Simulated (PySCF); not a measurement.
# Reading the logs of faulty runs: B2H5OSi

Calculated results; nothing here was measured. They come from PySCF 2.14.0, an open-source quantum chemistry program, on an isolated molecule that a program drew, which may never have been made. The molecule is B2H5OSi (charge 0, doublet), drawn as the SMILES string `[BH]OB[SiH3]`.

Each row is a Hartree-Fock (HF) and frozen-core CCSD(T) single point in the cc-pV(D+d)Z basis, meant for a local HF minimum. Run 1 is clean. Each other run has one planted mistake out of seven kinds, and not every kind appears here: one electron removed, one electron added, multiplicity raised by two, geometry at a saddle point, minimal basis STO-3G, one bond length entered in bohr, all coordinates scaled. The reference is restricted for singlets and unrestricted otherwise, and also for a bond in bohr. Adding or removing an electron swaps singlet and doublet. Electrons count all cores. HOMO and LUMO are orbital energies over both spins, the gradient is its largest component, and the lowest frequency (negative if imaginary) is given only where the gradient is small. Bond lengths are over the 8 bonds as drawn. T1 is the CCSD diagnostic: over 0.02 (restricted) or 0.045 (unrestricted) a single reference is doubtful.

Geometry of the clean run:
```xyz
9
B2H5OSi, angstrom
B     0.5511    2.4087    0.6332
O    -0.5282    2.3659    1.4003
B    -1.8088    2.2396    1.8073
Si   -2.9398    0.6031    1.3055
H     1.6329    2.0534    1.0179
H    -2.2430    3.1233    2.4985
H    -4.1723    1.0418    0.6016
H    -2.1994   -0.3366    0.4264
H    -3.3507   -0.1213    2.5357
```

| run | electrons | basis functions | <S^2> | HOMO (eV) | LUMO (eV) | gradient (hartree/bohr) | lowest frequency (cm^-1) | mean bond (Å) | longest bond (Å) | T1 | HF (hartree) | CCSD(T) (hartree) | mistake |
|---|---|---|---|---|---|---|---|---|---|---|---|---|---|
| 1 | 37 | 90 | 0.754 | -9.02 | 2.02 | 3.6e-05 | 43 | 1.4483 | 2.052 | 0.0212 | -416.07713 | -416.56910 | no fault |
| 2 | 38 | 90 | 0.000 | 0.32 | 6.92 | 6.2e-02 | - | 1.4483 | 2.052 | 0.0531 | -416.01483 | -416.56951 | one electron added |
| 3 | 36 | 90 | 0.000 | -15.72 | -6.71 | 1.3e-01 | - | 1.4483 | 2.052 | 0.0224 | -415.78723 | -416.27825 | one electron removed |
| 4 | 37 | 90 | 3.763 | -6.42 | -1.61 | 3.4e-02 | - | 1.4483 | 2.052 | 0.0244 | -415.92340 | -416.40554 | multiplicity raised by two |
| 5 | 37 | 90 | 0.755 | -8.74 | 2.23 | 5.9e-02 | - | 1.3658 | 1.935 | 0.0207 | -416.04662 | -416.53382 | ? |

**Which mistake was planted in run 5, and what did it cost?**

The mean and the longest bond both change by the same factor, 0.943, and the gradient is no longer small. So the mistake is: all coordinates scaled. Subtracting run 1 and multiplying by 627.51 kcal/mol a hartree, the energy moved by 19.1 kcal/mol in HF and 22.1 kcal/mol in CCSD(T).

Cautions from the logs. Run 2: T1 is over the limit, so its CCSD(T) energy is less reliable and the HOMO is above zero, so the electron isn't bound and the energy depends on the basis; run 3: T1 is over the limit, so its CCSD(T) energy is less reliable.
